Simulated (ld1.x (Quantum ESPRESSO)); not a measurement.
An all-electron radial function and its pseudo partner (Nb (Z = 41))

Columns: radius, all-electron u(r) and pseudo u(r) of the 5p shell (level -1.11 eV) of niobium in the configuration [Ar] 3d10 4s2 4p6 4d4 5s1 5p0; PBE, scalar-relativistic, PAW scheme, ld1.x (Quantum ESPRESSO) 7.5.

```csv
r (bohr),all-electron,pseudo
0.120,0.0465,0.0158
0.240,-0.0742,0.0600
0.360,-0.0972,0.1238
0.480,-0.0357,0.1947
0.600,0.0474,0.2592
0.720,0.1163,0.3055
0.840,0.1590,0.3259
0.960,0.1750,0.3179
1.080,0.1687,0.2843
1.200,0.1456,0.2317
1.320,0.1112,0.1684
1.440,0.0700,0.1026
1.560,0.0252,0.0403
1.680,-0.0206,-0.0156
1.800,-0.0658,-0.0649
1.920,-0.1092,-0.1092
2.040,-0.1504,-0.1504
2.160,-0.1887,-0.1887
2.280,-0.2242,-0.2242
2.400,-0.2566,-0.2566
2.520,-0.2861,-0.2861
2.640,-0.3127,-0.3127
2.760,-0.3365,-0.3365
2.880,-0.3577,-0.3577
3.000,-0.3764,-0.3764
3.120,-0.3927,-0.3927
```

Task: How many radial nodes do the two functions have?

Result: The all-electron 5p function has n − l − 1 = 3; the pseudo-wave has 1, since 1 lower shell of the same l stays in the valence.

Task: At about which radius was the pseudo-wave matched?

Result: 2.05 bohr. The columns agree to 0.0005 from 1.92 bohr on; several derivatives are matched, so the curves merge somewhat inside the radius.

Task: Is the pseudo-wave norm-conserving?

Result: No, it belongs to a PAW set: the norm inside the radius is not constrained, and the difference is carried by the augmentation charge.
